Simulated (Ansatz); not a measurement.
Gas-phase electronic energies from Ansatz, PBE0-D4/def2-TZVP geometries. CBS: MP2 limit from def2 TZ/QZ plus the TZ coupled-cluster correction, frozen cores. Functionals use def2-TZVPP. B3LYP here is the variant with VWN-RPA as its local correlation; programs differ in this. Each species was taken in one conformer, which may not be the lowest.

`CO[SiH2]N[SiH2]Cl` + `CCOC=O` → `[SiH3]N[SiH2]Cl` + `COCCOC=O`  (formal exchange of groups at the Si–O bond)

`CO[SiH2]N[SiH2]Cl`:

Cartesian coordinates in Å:
```
C 0.807 -0.486 1.982
O -0.507 -0.542 1.474
Si -1.151 0.601 0.497
N -0.254 0.834 -0.965
Si 0.052 -0.328 -2.181
Cl 1.831 -1.337 -1.887
H 0.978 0.437 2.549
H 0.950 -1.334 2.652
H 1.546 -0.548 1.177
H -1.166 1.931 1.163
H -2.506 0.095 0.197
H 0.274 1.694 -1.020
H -1.029 -1.335 -2.131
H 0.177 0.317 -3.506
```

`CCOC=O`:

```xyz
11

C    -1.277    0.415   -0.271
C     0.003    0.634    0.498
O     1.151    0.245   -0.275
C     1.481   -1.042   -0.238
O     0.921   -1.900    0.380
H    -2.123    0.785    0.312
H    -1.436   -0.646   -0.466
H    -1.255    0.952   -1.221
H     0.003    0.072    1.434
H     0.165    1.690    0.713
H     2.368   -1.205   -0.868
```

`[SiH3]N[SiH2]Cl`:

Cartesian coordinates in Å:
```
Si 1.528 -0.345 0.162
N -0.066 0.126 0.654
Si -1.486 0.138 -0.296
Cl -1.699 1.856 -1.421
H 1.383 -1.042 -1.139
H 2.437 0.822 0.002
H 2.134 -1.259 1.166
H -0.134 0.609 1.540
H -1.426 -0.984 -1.256
H -2.671 0.080 0.588
```

`COCCOC=O`:

Z-matrix (Å, degrees):
```
C
O 1 1.407
H 1 1.095 2 112.1
H 1 1.090 2 106.9 3 -118.8
H 1 1.099 2 111.0 3 122.7
C 2 1.398 1 114.2 3 -68.8
C 6 1.514 2 114.2 1 73.6
H 6 1.093 2 106.2 1 -166.1
H 6 1.102 2 111.1 1 -48.9
O 7 1.430 6 110.1 2 62.8
H 7 1.090 6 112.2 2 -59.2
H 7 1.092 6 109.5 2 179.3
C 10 1.331 7 117.2 6 -102.0
O 13 1.196 10 126.7 7 -4.1
H 13 1.099 10 108.8 7 176.8
```

```
             level  ΔE (kJ/mol)  difference from CCSD(T)/CBS
            PBE-D4        173.8                        -13.4
         r2SCAN-D4        184.1                         -3.1
           PBE0-D4        178.6                         -8.6
          B3LYP-D4        183.9                         -3.3
           ωB97X-V        179.1                         -8.1
           ωB97M-V        183.8                         -3.4
            B2PLYP        186.3                         -0.9
               PBE        173.1                        -14.1
            r2SCAN        183.9                         -3.3
              PBE0        177.8                         -9.4
             B3LYP        182.7                         -4.5
     HF/def2-TZVPP        189.0                          1.8
    MP2/def2-TZVPP        190.6                          3.4
SCS-MP2/def2-TZVPP        187.6                          0.4
   CCSD/def2-TZVPP        184.2                         -3.0
CCSD(T)/def2-TZVPP        182.6                         -4.6
     HF/def2-QZVPP        190.4                          3.2
    MP2/def2-QZVPP        193.8                          6.6
SCS-MP2/def2-QZVPP        190.8                          3.6
      HF/CBS(def2)        190.6                          3.4
     MP2/CBS(def2)        195.2                          8.0
    CCSD/CBS(def2)        188.8                          1.6
       CCSD(T)/CBS        187.2                            0
```

Largest T1 diagnostic among the species: 0.014.

From PBE to PBE0 (25 % exact exchange), in def2-TZVPP and without D4, ΔE moves by +4.7 kJ/mol.
